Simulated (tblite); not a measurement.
Isomers of C6H12N2. Level: GFN2-xTB in tblite, geometry and Hessian alike; calculated harmonic values, unscaled, isolated species. Errors from tens to a few hundred cm⁻¹ against measured bands are possible. One conformer each.

Electronic energies: GFN2-xTB at the same geometries; isomer energies are rough at this level and their order can be wrong.

| SMILES | electronic energy, lowest = 0 (kJ/mol) |
| --- | --- |
| CCCN1CCC=N1 | 7.3 |
| CCN1C[C@H](C)C=N1 | 0.0 |
| C=CN1NCC[C@@H]1C | 72.7 |
| C=CCN(C)/N=C\C | 144.7 |

Q: How do GFN2-xTB zero-point energies change the relative energies?

A: 
```
           SMILES  ZPE (kJ/mol)  of it from modes above 1550 cm⁻¹  electronic (kJ/mol)  with ZPE, lowest = 0 (kJ/mol)  lowest mode (cm⁻¹)  rings
CCN1C[C@H](C)C=N1         457.6                             225.7                  0.0                            0.0                  67      1
      CCCN1CCC=N1         458.2                             224.4                  7.3                            8.0                  58      1
 C=CN1NCC[C@@H]1C         458.2                             229.5                 72.7                           73.3                  44      1
   C=CCN(C)/N=C\C         447.2                             237.1                144.7                          134.3                  77      0
```

The zero-point energies span 11.0 kJ/mol, from `C=CCN(C)/N=C\C` to `CCCN1CCC=N1`. The order is unchanged.

Q: What do entropy and thermal enthalpy add at 298.15 K and 1 bar (rigid rotor, harmonic oscillator, one conformer each)?

A: 
```tsv
SMILES	point group	symmetry number	S (J/(mol K))	H − H(0) (kJ/mol)	ZPE + H − H(0) − TS (kJ/mol)
CCN1C[C@H](C)C=N1	C1	1	381.1	25.43	369.4
CCCN1CCC=N1	C1	1	384.2	25.23	368.9
C=CN1NCC[C@@H]1C	C1	1	376.9	24.78	370.6
C=CCN(C)/N=C\C	C1	1	407.8	29.02	354.6
```
